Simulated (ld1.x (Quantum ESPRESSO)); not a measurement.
# Cutoff test, B (Z = 5), RRKJ

```
Element                 : boron
Generator               : ld1.x (Quantum ESPRESSO) 7.5
Type                    : norm-conserving RRKJ (Kleinman–Bylander form)
Functional              : LDA (PZ)
Relativity              : scalar-relativistic
Frozen core             : [He]
Valence charge          : 3
Reference configuration : 2s2 2p1
Partial waves           : 2s (bound): rc 1.55 bohr; 3d channel at 0.3 Ry: rc 2.55 bohr; 2p (bound): rc 2.90 bohr
Local potential         : the p channel
Core correction         : none
```

The pseudo-atom Hamiltonian at the reference potential is diagonalised in spherical Bessel functions j_l(qr) that vanish at 20 bohr, with q² up to the cutoff. All-electron valence levels (Ry): 2s -0.6901, 2p -0.2734.

Problem. How do the lowest levels (Ry) of each channel move with the cutoff, and are there ghosts?

Solution.

| cutoff (Ry) | s #1 | d #1 | p #1 | p #2 | f #1 | f #2 | Σ f·Δε (mRy) |
| --- | --- | --- | --- | --- | --- | --- | --- |
| 8 | -0.6235 | 0.0681 | -0.2348 | 0.0341 | 0.1141 | 0.2471 | 172.0 |
| 10 | -0.6353 | 0.0681 | -0.2569 | 0.0330 | 0.1141 | 0.2471 | 126.2 |
| 12 | -0.6478 | 0.0681 | -0.2680 | 0.0324 | 0.1141 | 0.2471 | 90.1 |
| 15 | -0.6594 | 0.0681 | -0.2729 | 0.0322 | 0.1141 | 0.2471 | 62.0 |
| 18 | -0.6731 | 0.0681 | -0.2733 | 0.0321 | 0.1141 | 0.2471 | 34.2 |
| 21 | -0.6795 | 0.0681 | -0.2733 | 0.0321 | 0.1141 | 0.2471 | 21.3 |
| 30 | -0.6878 | 0.0681 | -0.2734 | 0.0321 | 0.1141 | 0.2471 | 4.7 |
| 35 | -0.6895 | 0.0681 | -0.2734 | 0.0321 | 0.1141 | 0.2471 | 1.4 |
| 40 | -0.6900 | 0.0681 | -0.2734 | 0.0321 | 0.1141 | 0.2471 | 0.3 |
| 45 | -0.6901 | 0.0681 | -0.2734 | 0.0321 | 0.1141 | 0.2471 | 0.1 |
| 50 | -0.6901 | 0.0681 | -0.2734 | 0.0321 | 0.1141 | 0.2471 | 0.0 |
| 400 | -0.6902 | 0.0681 | -0.2734 | 0.0321 | 0.1141 | 0.2471 | 0.0 |

Result: no extra level below or beside the all-electron valence levels (s, d, p, f tested); 10 mRy is reached at 30 Ry and 1 mRy at 40 Ry.
